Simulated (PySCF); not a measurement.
Species: C2H11N3OSi3.
SMILES with atom numbers: `[CH3:1][C:2](=[O:3])[SiH:4]1[NH:5][SiH2:6][NH:7][SiH2:8][NH:9]1` (hydrogens: H10, H11, H12 on C1; H13 on Si4; H14 on N5; H15, H16 on Si6; H17 on N7; H18, H19 on Si8; H20 on N9)

Computed with PySCF 2.14.0, PBE0-D3(BJ)/def2-SVP geometry optimisation, gas phase.

(1) List the bond lengths, angles and torsions at this level.

Results:

(1) 
```
                  bond  length (Å)
                 C1–C2       1.504
                 C2=O3       1.215
                C2–Si4       1.940
                Si4–N5       1.728
                N5–Si6       1.730
        Si6–N7, N7–Si8       1.742
                Si8–N9       1.743
                Si4–N9       1.743
C1–H10, C1–H11, C1–H12       1.102
               Si4–H13       1.497
        N5–H14, N9–H20       1.018
      Si6–H15, Si8–H19       1.497
      Si6–H16, Si8–H18       1.497
                N7–H17       1.015
```

Bonds in one row agree within 0.01 Å and their mean is given. A selection of angles:
```
     angle  degrees
  C1–C2–O3    121.6
 C1–C2–Si4    121.9
 O3–C2–Si4    116.6
 C2–Si4–N5    102.2
 C2–Si4–N9    110.2
 N5–Si4–N9    110.7
Si4–N5–Si6    125.2
 N5–Si6–N7    104.2
Si6–N7–Si8    128.6
 N7–Si8–N9    106.0
Si4–N9–Si8    122.9
H14–N5–Si4    111.3
H14–N5–Si6    121.0
H17–N7–Si6    116.2
H17–N7–Si8    115.2
```

Torsions: C1–C2–Si4–N5 172° (antiperiplanar); C2–Si4–N5–Si6 -158° (antiperiplanar); Si4–N5–Si6–N7 11° (synperiplanar); N5–Si6–N7–Si8 37° (synclinal); Si6–N7–Si8–N9 -44° (synclinal); N7–Si8–N9–Si4 5° (synperiplanar); C2–Si4–N9–Si8 143° (anticlinal). The mirror-image conformer, all signs reversed, is as good.

The 6-membered ring Si4–N5–Si6–N7–Si8–N9 has internal angles of 104.2° to 128.6°; it is puckered, 0.23 Å rms from its mean plane, widest ring torsion 44°. N5 (nitrogen bridging silicon atoms) is almost planar (angles 125.2°, 121.0° and 111.3°, sum 357.5°, 0.13 Å off the plane of its three neighbours). N7 (nitrogen bridging silicon atoms) is planar (angles 128.6°, 116.2° and 115.2°, sum 359.9°, 0.02 Å off the plane of its three neighbours). Si6 (SiH2 silicon) is distorted tetrahedral (angles from 104.2° to 115.9°). H14 on N5 lies 2.32 Å from O3, 4 bonds away (angle at H 116°; Bondi radii sum to 2.72 Å). Si4 (SiH silicon) is distorted tetrahedral (angles from 102.2° to 113.2°).

Point group: C1 (no symmetry element, even within 0.4 Å). No PBE0-D3(BJ)/def2-SVP frequencies stand behind this structure, so it isn't proved a minimum. The numbers are those of one conformer.
